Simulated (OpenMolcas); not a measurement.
OpenMolcas run: Br IV

Input:

```
&GATEWAY
Coord
1

Br 0.0 0.0 0.0
Basis=ANO-RCC-VDZ
Group=XYZ
NoMove
AngMom=0.0 0.0 0.0
AMFI
&SEWARD
* reference wave functions (RASSCF and RASSI steps not shown): 4 electrons in 4 orbitals (4s 4p)
>>> COPY JOB001 $Project.JobIph
&CASPT2
Multistate=3 1 2 3
NoMult
Frozen=2 3
IPEA=0.3
Imaginary=0.25
MaxIter=60
WThr=0.0 0.3 0.05
PrWF=0.5
NoMix
>>> COPY JOB002 $Project.JobIph
&CASPT2
Multistate=6 1 2 3 4 5 6
NoMult
Frozen=2 3
IPEA=0.3
Imaginary=0.25
MaxIter=60
WThr=0.0 0.3 0.05
PrWF=0.5
NoMix
>>> COPY JOB003 $Project.JobIph
&CASPT2
Multistate=8 1 2 3 4 5 6 7 8
NoMult
Frozen=2 3
IPEA=0.3
Imaginary=0.25
MaxIter=60
WThr=0.0 0.3 0.05
PrWF=0.5
NoMix
...
```

Launched by
```bash
OMP_NUM_THREADS=1 MOLCAS_MEM=2252 MOLCAS_PROJECT=a pymolcas a.inp > a.log  # once for each step of the input, in one work folder
```

Output, cut to the results:

```
--- CASPT2 ---
Orbital specifications:
      -----------------------

      Symmetry species                           1   2
                                                ag  au
      Frozen orbitals                            2   3
      Inactive orbitals                          6   3
      Active orbitals                            1   3
      Secondary orbitals                         1   3
      Deleted orbitals                           0   0
      Number of basis functions                 10  12
Type of calculation                        SS-CASPT2
      Fock operator                              state-specific
      IPEA shift                                 0.30
      Real shift                                 0.00
      Imaginary shift                            0.25
      The input orbitals will be transformed to quasi-canonical
Reference energy:       -2601.8978770002
      E2 (Non-variational):      -0.0053908588
      Shift correction:          -0.0000222137
      E2 (Variational):          -0.0054130725
      Total energy:           -2601.9032900727
      Residual norm:              0.0000000243
      Reference weight:           0.99880
      Contributions to the CASPT2 correlation energy
      Active & Virtual Only:         -0.0024634010
      One Inactive Excited:          -0.0012188877
      Two Inactive Excited:          -0.0017085701
Reference energy:       -2601.8978770002
      E2 (Non-variational):      -0.0053908569
      Shift correction:          -0.0000222137
      E2 (Variational):          -0.0054130705
      Total energy:           -2601.9032900707
      Residual norm:              0.0000000243
      Reference weight:           0.99880
      Contributions to the CASPT2 correlation energy
      Active & Virtual Only:         -0.0024633992
      One Inactive Excited:          -0.0012188876
      Two Inactive Excited:          -0.0017085701
::    CASPT2 Root  1     Total energy:  -2601.90329007
::    CASPT2 Root  2     Total energy:  -2601.90329007
::    CASPT2 Root  3     Total energy:  -2601.90329007
--- CASPT2 ---
Orbital specifications:
      -----------------------

      Symmetry species                           1   2
                                                ag  au
      Frozen orbitals                            2   3
      Inactive orbitals                          6   3
      Active orbitals                            1   3
      Secondary orbitals                         1   3
      Deleted orbitals                           0   0
      Number of basis functions                 10  12
Type of calculation                        SS-CASPT2
      Fock operator                              state-specific
      IPEA shift                                 0.30
      Real shift                                 0.00
      Imaginary shift                            0.25
      The input orbitals will be transformed to quasi-canonical
Reference energy:       -2601.8332628985
      E2 (Non-variational):      -0.0062665854
      Shift correction:          -0.0000403872
      E2 (Variational):          -0.0063069727
      Total energy:           -2601.8395698711
      Residual norm:              0.0000000397
      Reference weight:           0.99839
      Contributions to the CASPT2 correlation energy
      Active & Virtual Only:         -0.0028989026
      One Inactive Excited:          -0.0015843497
      Two Inactive Excited:          -0.0017833331
Reference energy:       -2601.8332628985
      E2 (Non-variational):      -0.0062703179
      Shift correction:          -0.0000396726
      E2 (Variational):          -0.0063099905
      Total energy:           -2601.8395728890
      Residual norm:              0.0000000272
      Reference weight:           0.99839
      Contributions to the CASPT2 correlation energy
      Active & Virtual Only:         -0.0028988041
      One Inactive Excited:          -0.0015864121
      Two Inactive Excited:          -0.0017851017
::    CASPT2 Root  1     Total energy:  -2601.83956987
::    CASPT2 Root  2     Total energy:  -2601.83957289
::    CASPT2 Root  3     Total energy:  -2601.83957280
::    CASPT2 Root  4     Total energy:  -2601.83957283
::    CASPT2 Root  5     Total energy:  -2601.83957283
::    CASPT2 Root  6     Total energy:  -2601.77931917
--- CASPT2 ---
Orbital specifications:
      -----------------------

      Symmetry species                           1   2
                                                ag  au
      Frozen orbitals                            2   3
      Inactive orbitals                          6   3
      Active orbitals                            1   3
      Secondary orbitals                         1   3
      Deleted orbitals                           0   0
      Number of basis functions                 10  12
Type of calculation                        SS-CASPT2
      Fock operator                              state-specific
      IPEA shift                                 0.30
      Real shift                                 0.00
      Imaginary shift                            0.25
      The input orbitals will be transformed to quasi-canonical
Reference energy:       -2601.3753141676
      E2 (Non-variational):      -0.0053276925
      Shift correction:          -0.0000634192
      E2 (Variational):          -0.0053911117
      Total energy:           -2601.3807052793
      Residual norm:              0.0000000502
      Reference weight:           0.99818
      Contributions to the CASPT2 correlation energy
      Active & Virtual Only:         -0.0024243561
      One Inactive Excited:          -0.0012690733
      Two Inactive Excited:          -0.0016342632
Reference energy:       -2601.3753141676
      E2 (Non-variational):      -0.0053096451
      Shift correction:          -0.0000607396
      E2 (Variational):          -0.0053703847
      Total energy:           -2601.3806845523
      Residual norm:              0.0000000503
      Reference weight:           0.99821
...
```

Levels above the lowest, from the spin-orbit matrix with the single-state CASPT2 energies, averaged by term, on its diagonal:

```json
{"Configuration": "4s2 4p2", "Term": "3P", "J": "0", "E (cm-1)": "0.0", "g": "", "Term weight %": "98", "Second": "2 1S"}
{"Configuration": "4s2 4p2", "Term": "3P", "J": "1", "E (cm-1)": "2260", "g": "1.501", "Term weight %": "100", "Second": ""}
{"Configuration": "4s2 4p2", "Term": "3P", "J": "2", "E (cm-1)": "5040", "g": "1.486", "Term weight %": "97", "Second": "3 1D"}
{"Configuration": "4s2 4p2", "Term": "1D", "J": "2", "E (cm-1)": "18230", "g": "1.015", "Term weight %": "97", "Second": "3 3P"}
{"Configuration": "4s2 4p2", "Term": "1S", "J": "0", "E (cm-1)": "31730", "g": "", "Term weight %": "98", "Second": "2 3P"}
{"Configuration": "4s 4p3", "Term": "5S*", "J": "2", "E (cm-1)": "71030", "g": "2.001", "Term weight %": "100", "Second": ""}
{"Configuration": "4s 4p3", "Term": "3D*", "J": "2", "E (cm-1)": "118010", "g": "1.179", "Term weight %": "97", "Second": "3 3P*"}
{"Configuration": "4s 4p3", "Term": "3D*", "J": "1", "E (cm-1)": "118240", "g": "0.519", "Term weight %": "98", "Second": "2 3P*"}
{"Configuration": "4s 4p3", "Term": "3D*", "J": "3", "E (cm-1)": "118540", "g": "1.334", "Term weight %": "100", "Second": ""}
{"Configuration": "4s 4p3", "Term": "3P*", "J": "0", "E (cm-1)": "132500", "g": "", "Term weight %": "100", "Second": ""}
{"Configuration": "4s 4p3", "Term": "3P*", "J": "1", "E (cm-1)": "132800", "g": "1.481", "Term weight %": "98", "Second": "2 3D*"}
{"Configuration": "4s 4p3", "Term": "3P*", "J": "2", "E (cm-1)": "133190", "g": "1.491", "Term weight %": "96", "Second": "3 3D*"}
```

CASPT2 breaks the degeneracy within a term, and the mean is taken; among the terms shown or strongly mixed into the levels shown the widest spread is 29 cm-1 (4s 4p3 3D*). Some high roots are left out of the spin-orbit mixing, which shifts the levels that they would mix with. Terms from blocks run as CI alone lack orbitals of their own. Terms of s pⁿ other than that of highest spin mix with s² pⁿ⁻² d, which this space lacks; all of them can be thousands of cm-1 off, and some have no real level of that name. The basis is small and was not contracted for so high a charge. Levels of configurations outside the active space are missing. The first state left out of the spin-orbit step lies near 170000 cm-1 above the lowest spin-free state of the reference (among the parities and spins computed), and the list stops at four fifths of that energy or lower.

The CASPT2 steps took 2.1 s on 1 thread of Arm Neoverse V1 (shared host); the integral step is not counted.

The term weight is that of the spin-free term in the level, not the purity of its configuration. * marks odd parity.
